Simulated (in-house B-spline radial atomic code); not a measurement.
Configurations of Cu⁵⁺, with energies counted from [Ar] 3d6. Computed with a radial B-spline atomic code at the basis-set limit: scalar-relativistic (X2C) BLYP, spin-polarised, spherical fractional occupations, Fermi nucleus of rms radius 3.8823 fm. Shells without spins written out take the highest spin.

Occupations are held fixed; configurations that lie above the ionisation limit could autoionise.

```
                         configuration  E - E(ref) (eV)  highest orbital  its <r> (bohr)
                 [Ar] 3d(3 up, 3 down)           5.5396            3d up          0.7646
[Ar] 3d(3 up, 2 down) 4s(1 up, 0 down)           39.795            4s up           1.729
                          [Ar] 3d5 4p1           41.883            4p up           1.877
[Ar] 3d(1 up, 4 down) 4p(1 up, 0 down)           48.734            4p up           1.906
                          [Ar] 3d5 4f1           72.375            4f up           2.755
                  [Ne] 3s2 3p5 3d6 4p1            112.3            4p up           1.874
                  [Ne] 3s2 3p5 3d6 4d1           129.37            4d up           2.247
```

Q: Order these further configurations by energy, lowest first.
A. [Ne] 3s2 3p(3 up, 2 down) 3d(5 up, 2 down)
B. [Ar] 3d5 4s1
C. [Ne] 3s2 3p5 3d6 4f1
D. [Ar] 3d(4 up, 2 down)
E. [Ne] 3s2 3p5 3d6 4s1

A: D (4.1487 eV), B (30.384 eV), A (70.105 eV), E (100.79 eV), C (142.86 eV).

Q: How far above the reference does [Ne] 3s2 3p(3 up, 2 down) 3d(4 up, 2 down) 4d(0 up, 1 down) lie?

A: 135.93 eV; its least bound orbital is 4d down with <r> = 2.282 bohr.

Q: How far above the reference does [Ar] 3d5 4d1 lie?

A: 58.895 eV; its least bound orbital is 4d up with <r> = 2.249 bohr.
